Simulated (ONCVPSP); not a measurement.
# Ranking ONCV potentials for silicon (Si)

All share these settings but for the change named:

* Element: Si
* Generator: ONCVPSP 4.0.1
* Type: optimised norm-conserving Vanderbilt (ONCV)
* Functional: PBE
* Relativity: scalar-relativistic
* Frozen core: [He]
* Valence charge: 12
* Reference configuration: 2s2 2p6 3s2 3p1 (charge +1)
* Partial waves: 2s+3s: rc 1.05 bohr, ncon 4, nbas 7, qcut 11.7 1/bohr, 2 projectors; 2p+3p: rc 0.90 bohr, ncon 4, nbas 8, qcut 15.6 1/bohr, 2 projectors
* Local potential: polynomial inside 0.75 bohr (lpopt 4, dvloc0 3 Ha)
* Core correction: Teter function, fcfact 1.75, rcfact 1.2

Cutoff: the first of the cutoffs (Ha) at which the residual kinetic energy of the hardest occupied pseudo-wave falls to 1 and 0.1 mHa per electron; the density cutoff is not measured.

The base gives 96 Ha.

Of 10 variants that were run, those that failed, showed a ghost or another fault, or gave nearly equal values are left out.

A variant can come out equal or close to the base.

**Question.** Rank these variants from softest to hardest (loose cutoff).
A. p: rc 0.62; local potential polynomial inside 0.62 bohr (lpopt 4, dvloc0 3 Ha)
B. p: rc 0.68; local potential polynomial inside 0.68 bohr (lpopt 4, dvloc0 3 Ha)
C. p: rc 1.24
D. p: rc 0.86
E. p: rc 1.06

**Answer.** C (72 Ha), E (84 Ha), D (100 Ha), B (135 Ha), A (341 Ha).
